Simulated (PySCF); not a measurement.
Zr(OH)3 (H3O3Zr), SMILES [OH][Zr+]([OH])[OH], charge +1, multiplicity 1. The structure is a stationary point at PBE-D3(BJ)/def2-SVP. The multiplicity is an assumed one; other spin states were not compared. The isomer is the one that the SMILES or the coordinates give; other isomers of the formula were not compared. The def2 effective core potentials stand for the cores of Zr; spin–orbit coupling is left out. The values are those of a single conformer.

All values below come from PBE-D3(BJ)/def2-SVP run with PySCF 2.14.0.

Harmonic wavenumbers (cm⁻¹): 131, 185, 185, 276, 389, 389, 499, 499, 556, 780, 780, 780, 3763, 3763, 3776. Rotational constants (GHz): 5.038, 5.038, 2.903; symmetry number 3.

Q: Work out the zero-point energy and the ideal-gas rigid-rotor harmonic-oscillator thermochemistry at 298.15 K and 1 atm.

A: ZPE = ½ Σ hcν = ½ × 16750 cm⁻¹ = 100.19 kJ/mol. H − E(el) = 120.15 kJ/mol. Entropy in J/(mol K): translation 170.57, rotation 99.15, vibration 56.82, total 326.54. G − E(el) = 22.79 kJ/mol. Cp = 100.35 J/(mol K). Modes under 150 cm⁻¹ make the vibrational entropy uncertain.
